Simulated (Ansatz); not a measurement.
`[F][Hf]([F])([Cl])[Cl]` + `CC(C)N` → `CC(C)[NH][Hf]([F])([Cl])[Cl]` + H–F  (ligand exchange at the Hf–F bond)

Program: Ansatz. Geometries: PBE0-D4/def2-TZVP. ΔE: electronic, gas phase. CCSD(T)/CBS adds triple-zeta CCSD(T) − MP2 to the extrapolated MP2 energy (def2 sets, frozen cores). This one scheme is used for every species. def2 core potentials past Kr. For Hf outer-core shells are correlated without core-valence functions, which leaves a few kJ/mol of doubt a bond. One conformer a species, not always the lowest.

`[F][Hf]([F])([Cl])[Cl]`:

Z-matrix (Å, degrees):
```
Hf
F 1 1.886
Cl 1 2.331 2 109.4
Cl 1 2.331 2 109.4 3 121.5
F 1 1.886 2 108.3 3 -119.2
```

`CC(C)N`:

Z-matrix (Å, degrees):
```
C
C 1 1.517
H 1 1.094 2 111.2
H 1 1.093 2 110.1 3 119.6
H 1 1.092 2 111.0 3 -119.9
C 2 1.517 1 111.4 3 179.9
N 2 1.458 1 108.8 3 -60.1
H 2 1.104 1 107.8 3 61.7
H 6 1.094 2 111.2 1 -179.8
H 6 1.092 2 111.0 1 -59.9
H 6 1.093 2 110.1 1 60.5
H 7 1.013 2 110.6 1 60.0
H 7 1.013 2 110.6 1 178.4
```

`CC(C)[NH][Hf]([F])([Cl])[Cl]`:

```xyz
16

C     1.009    0.321   -1.718
C     0.157   -0.490   -0.755
C    -1.283   -0.010   -0.749
N     0.697   -0.437    0.599
Hf   -0.102    0.190    2.322
F    -0.965    1.861    2.042
Cl   -1.718   -1.370    3.031
Cl    1.684    0.337    3.837
H     0.628    0.237   -2.739
H     1.005    1.376   -1.432
H     2.045   -0.027   -1.717
H     0.162   -1.538   -1.086
H    -1.901   -0.613   -0.076
H    -1.720   -0.087   -1.746
H    -1.345    1.040   -0.443
H     1.648   -0.791    0.629
```

H–F:

```xyz
2

F    -0.208   -0.175    0.371
H     0.208    0.175   -0.371
```

| species | CCSD(T)/CBS(def2) energy (Eh) |
| --- | --- |
| `[F][Hf]([F])([Cl])[Cl]` | -1167.36631 |
| `CC(C)N` | -174.28253 |
| `CC(C)[NH][Hf]([F])([Cl])[Cl]` | -1241.21955 |
| H–F | -100.39570 |

(1) Work out ΔE.

Largest T1 diagnostic among the species: 0.015.

Answers

(1) ΔE = (-1241.21955) + (-100.39570) − (-1167.36631) − (-174.28253) = 0.03359 Eh = +88.2 kJ/mol.

From r2SCAN to r2SCAN0 (25 % exact exchange), in def2-TZVPP and without D4, ΔE moves by −4.0 kJ/mol. Leaving LDA and LC-ωPBE aside and taking each functional with its dispersion term where it has one, the values, not all of them listed here, spread over 15.7 kJ/mol, from PBE-QIDH to B97M-V. LDA lies −16.6 kJ/mol from PBE without D4. In def2-TZVPP, CCSD(T) changes the Hartree–Fock value by −34.1 kJ/mol (the triples alone add −4.6 kJ/mol) and MP2 by −40.8 kJ/mol.
